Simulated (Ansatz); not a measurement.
Total energies of `[CH3][Al]([OH])[Br]`.

Cartesian coordinates in Å:
```
C 0.830 0.696 0.732
Al -0.522 -0.289 -0.229
O -0.149 -1.104 -1.660
Br -2.659 -0.394 0.519
H 0.942 0.310 1.749
H 1.798 0.634 0.230
H 0.552 1.750 0.821
H -0.792 -1.602 -2.163
```

The species carries charge 0 and has multiplicity 1. Correlated methods include outer-core shells of Br, which these sets cover unevenly. Scalar relativity is left out up to krypton. The structure was optimised at the PBE0-D4/def2-TZVP level. It is one conformer, not always the lowest. Basis def2-TZVPP, the Gaussian-basis code of Ansatz.

RPA on PBE orbitals: Hartree–Fock energy of these orbitals -2929.55486 Eh, correlation -1.20660 Eh (frozen core).

```tsv
functional	energy without D4 (Eh)	D4 term (kJ/mol)
PBE0	-2931.98086	-12.4
PBE-QIDH	-2931.57250	–
```

Task: Give the same for LDA (SPW92), PBE, revPBE, BLYP, r2SCAN, B97M-V, B3LYP, r2SCANh, r2SCAN0, HSE06 (plane-wave form), BHLYP, CAM-B3LYP, LC-ωPBE, ωB97X-V, ωB97M-V, B2PLYP. (Best estimate.)

Result: Computed: 
| functional | energy without D4 (Eh) | D4 term (kJ/mol) |
| --- | --- | --- |
| LDA (SPW92) | -2926.98682 | – |
| PBE | -2931.85937 | -14.5 |
| revPBE | -2932.20778 | -38.2 |
| BLYP | -2932.51564 | -30.8 |
| r2SCAN | -2932.42297 | -3.5 |
| B97M-V | -2931.98120 | – |
| B3LYP | -2932.57991 | -23.5 |
| r2SCANh | -2932.41464 | -3.8 |
| r2SCAN0 | -2932.40315 | -4.2 |
| HSE06 (plane-wave form) | -2931.97337 | -11.7 |
| BHLYP | -2932.45769 | -20.1 |
| CAM-B3LYP | -2932.60994 | -12.9 |
| LC-ωPBE | -2932.01890 | – |
| ωB97X-V | -2932.21075 | – |
| ωB97M-V | -2932.31943 | – |
| B2PLYP | -2931.94114 | – |

B3LYP takes the VWN-RPA correlation (the form of Gaussian; ORCA's B3LYP/G). HSE06 is the plane-wave form, built on full-range PBE exchange. The double hybrids freeze the cores in their second-order part.

LC-ωPBE has ω = 0.4 bohr⁻¹.
